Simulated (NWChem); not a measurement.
Species: germanium monoxide (GeO, singlet); SMILES [O]=[Ge]

Computed with NWChem. Low-valent species are run as closed-shell singlets; no triplet was tried in these runs. All runs use the structure optimised with PBE0/def2-SVP.

Question: Taking PBE0/pcseg-2 as the yardstick, which of these has the fewest basis functions while keeping “dipole (D)” within 0.2 D of it: PBE0/aug-pcseg-1; PBE0/def2-SVP; PBE0/STO-3G; PBE0/pcseg-1?

Answer: PBE0/pcseg-1 (a larger set in the list lies outside the tolerance).
```tsv
level	basis functions	dipole (D)
PBE0/STO-3G	23	0.78
PBE0/pcseg-1	41	3.36
PBE0/def2-SVP	46	3.04
PBE0/aug-pcseg-1	59	3.40
PBE0/pcseg-2	73	3.46
```

The yardstick is one finite set, not the basis-set limit.
